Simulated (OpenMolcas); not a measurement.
Dy2+ with 7 ligands (fluoride) in pentagonal bipyramidal coordination (D5h). The axial distance is 1.07 times the equatorial one, R.

* Program: OpenMolcas
* Method: CASSCF
* Basis: ANO-RCC-VDZP [7s6p4d2f1g]
* Scalar Hamiltonian: DKH2, point nucleus
* Active space: 10 electrons in 7 orbitals (4f)
* State averaging: 2S+1 = 5 even, 35 roots (33 in the spin-orbit step); 2S+1 = 3 even, 106 roots kept (CI in the orbitals of an earlier block); 2S+1 = 1 even, 39 roots kept (CI in the orbitals of an earlier block, 31 in the spin-orbit step)
* Spin-orbit coupling: RASSI with atomic mean-field integrals over the reference wave functions

All ligands move together. At R = 2.36 Å the width of the lowest J multiplet is 297 cm-1, and at R = 2.44 Å it is 267 cm-1.

A third run gives 218 cm-1. What distance was it run at?

With a power law R^-n the two known points give n = -ln(267 / 297) / ln(2.44 / 2.36) = 3.19. Then R = 2.36 × (297 / 218)^(1/3.19) = 2.600 Å. The run was at 2.59 Å, so the estimate is off by +0.010 Å.

High states are left out of the spin-orbit mixing, which shifts the levels that they would mix with. Without dynamic correlation the ligand-field splitting of an f shell can come out too small, at times by half. A group larger than the point group allows holds several states that coincide in this model. No measured value stands beside these numbers; the geometry is a model, was not optimised and need not be the one that this ion takes.
